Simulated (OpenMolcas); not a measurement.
**Ta4+: moving or changing the point charges**

Ta4+ among 8 point charges of -1.2 e arranged as a cube (Oh), 2.16 Å from the ion.
```
   1.2471    1.2471    1.2471  -1.20
   1.2471    1.2471   -1.2471  -1.20
   1.2471   -1.2471    1.2471  -1.20
   1.2471   -1.2471   -1.2471  -1.20
  -1.2471    1.2471    1.2471  -1.20
  -1.2471    1.2471   -1.2471  -1.20
  -1.2471   -1.2471    1.2471  -1.20
  -1.2471   -1.2471   -1.2471  -1.20
```

| Property | Result |
| --- | --- |
| Program | OpenMolcas 26.06 |
| Method | SS-CASPT2, IPEA 0.25 Eh, imaginary shift 0.1 Eh (closed shells correlated: 4f 5s 5p) |
| Basis | ANO-RCC-VDZP [7s6p4d2f1g] |
| Scalar Hamiltonian | DKH2, point nucleus |
| Active space | 1 electron in 5 orbitals (5d) |
| State averaging | 2S+1 = 2 even, 5 roots |
| Spin-orbit coupling | RASSI with atomic mean-field integrals over the reference wave functions |

Runs around this geometry, states (labels of O, the rotations of Oh). Energies in cm-1 above the lowest state or level, χT in cm3 K/mol; 10Dq is the gap between the two states; 10Dq is negative for this site.

```json
{"R (Å)": "2.16", "q (e)": "-0.78", "Ground state": "2E", "First state of that spin": "2T2 5130", "10Dq": "-5126", "First gap with spin-orbit (degeneracies)": "8400 (4, 4)", "χT at 300 K": "0.221"}
{"R (Å)": "2", "q (e)": "-1.2", "Ground state": "2E", "First state of that spin": "2T2 11480", "10Dq": "-11482", "First gap with spin-orbit (degeneracies)": "12210 (4, 4)", "χT at 300 K": "0.174"}
{"R (Å)": "2.16", "q (e)": "-1.2", "Ground state": "2E", "First state of that spin": "2T2 8080", "10Dq": "-8078", "First gap with spin-orbit (degeneracies)": "9860 (4, 4)", "χT at 300 K": "0.178"}
{"R (Å)": "2.39", "q (e)": "-1.2", "Ground state": "2E", "First state of that spin": "2T2 5100", "10Dq": "-5105", "First gap with spin-orbit (degeneracies)": "8430 (4, 4)", "χT at 300 K": "0.222"}
```

Taking |10Dq| as R^-n, n = -ln(5105 / 11482) / ln(2.39 / 2) = 4.5 between the shortest and longest distance. The point-charge formula for a cubic d site gives n = 5.

Scaling the charges by -0.78 / -1.2 = 0.65 scales |10Dq| by 5126 / 8078 = 0.63; with fixed orbitals a first-order splitting would follow the charge.

Roots that are degenerate in the reference are averaged as groups; the widest CASPT2 spread within a group is 77 cm-1 (the 3-fold group of multiplicity 2 near 8080 cm-1 above the lowest state of its run, R = 2.16, q = -1.2). Shifts and gaps below about the spread of the groups concerned are not significant. An orbital doublet at a regular site is open to a Jahn-Teller distortion, which this geometry leaves out. Free-ion shares, where given, are those of the reference states; single-state CASPT2 does not remix them. Point charges carry no covalency, so the field is a model and not that of real ligands. No measured value stands beside these numbers.
